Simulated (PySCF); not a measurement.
## Computed properties of Nb(OH)4(SH) (H₅NbO₄S), SMILES [OH][Nb]([OH])([OH])([OH])[SH], multiplicity 1

H₅NbO₄S, SMILES [OH][Nb]([OH])([OH])([OH])[SH], multiplicity 1. Geometry: PBE0-D3(BJ)/def2-SVP. The spin state was assumed, not searched. The def2 effective core potentials stand for the cores of Nb; spin–orbit coupling is left out. The values are those of a single conformer. All values are computed for the isolated molecule unless a solvent is named; none is compared with measurement here.

**Structure.** All 27 harmonic modes at PBE0-D3(BJ)/def2-SVP (PySCF) are real, so it is a minimum. With heavy atoms numbered as in [Nb:1]([OH:2])([OH:4])([OH:6])([OH:8])[SH:10], the shortest bond between them is Nb1–O2 at 1.883 Å and the longest Nb1–S10 at 2.450 Å.

**Vibrations.** The strongest infrared lines (harmonic, unscaled, degenerate partners summed) lie at 504 cm⁻¹ (288 km/mol, H 74 %, O 24 %), 3906 cm⁻¹ (267 km/mol, H 94 %), 3947 cm⁻¹ (260 km/mol, H 94 %). The softest mode is at 71 cm⁻¹ and the zero-point energy is 39.5 kcal/mol.

**Electronic structure.** ωB97X/def2-TZVP (PySCF) places the frontier levels at -9.48 and 0.47 eV, a gap of 9.95 eV, and gives a dipole moment of 1.08 D and a mean polarisability of 76.8 bohr³. PBE/def2-TZVP (PySCF) at the same geometry gives -5.86 and -2.44 eV, so its gap is 6.53 eV narrower. An orbital gap is neither the optical nor the fundamental gap.

**Excitations.** TDA-ωB97X/def2-SVPD (PySCF) has S1 at 4.64 eV (267 nm, f = 0.002, dark); the most intense of the 10 singlets computed lies at 5.22 eV (f = 0.02). T1 (TDA) is at 4.55 eV, 0.09 eV under S1. TDA-PBE/def2-SVPD (PySCF) puts S1 at 3.40 eV. No vertical singlet excitation falls in the visible range (under 3.1 eV).
